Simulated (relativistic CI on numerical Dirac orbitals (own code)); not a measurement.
Slater and spin-orbit integrals, I VI

These numbers are calculated, not measured: Dirac-Coulomb-Breit CI, orbitals from a KLI potential per configuration, QED by a radiative potential, valence Slater integrals scaled by 0.85, P86 correlation energy added to each configuration (own radial code, finite nucleus).

Slater integrals F^k, G^k are unscaled and averaged over j, outside the closed core [Kr]; ζ comes from projecting the Hamiltonian with its Breit term on Σ l·s of the shell.

- 4d¹⁰5s5p: G^1(5s,5p) = 71157, ζ(5p) = 8859.2 cm⁻¹; <r>(5s) = 1.752, <r^2>(5s) = 3.427, <r>(5p) = 1.977, <r^2>(5p) = 4.369 (bohr units).
- 4d¹⁰5p²: F^2(5p,5p) = 54475, ζ(5p) = 8778.1 cm⁻¹; <r>(5p) = 1.977, <r^2>(5p) = 4.371 (bohr units).
- 4d¹⁰5s5d: G^2(5s,5d) = 33087, ζ(5d) = 718.97 cm⁻¹; <r>(5s) = 1.743, <r^2>(5s) = 3.394, <r>(5d) = 2.522, <r^2>(5d) = 7.126 (bohr units).

In this model ζ of a weakly bound d, f or g electron outside closed shells comes out too small, for d by up to a factor of two or three and at times with the wrong sign; that of an outer p electron is too small as well.

Averages of the first 10 configurations, taken without configuration mixing, which lowers the lowest level and can move excited configurations by several eV; other configurations of the list can lie among them:

```csv
Configuration,Parity,States,Average energy above the lowest level (eV)
4d¹⁰5s²,even,1,0.7
4d¹⁰5s5p,odd,12,12.5
4d¹⁰5p²,even,15,26.9
4d¹⁰5s5d,even,20,31.4
4d¹⁰5d²,even,45,63.7
4d¹⁰5s5f,odd,28,49.0
4d¹⁰4f²,even,91,68.0
4d¹⁰5s5g,even,36,54.3
4d¹⁰5p5d,odd,60,44.9
4d¹⁰5s4f,odd,28,34.0
```
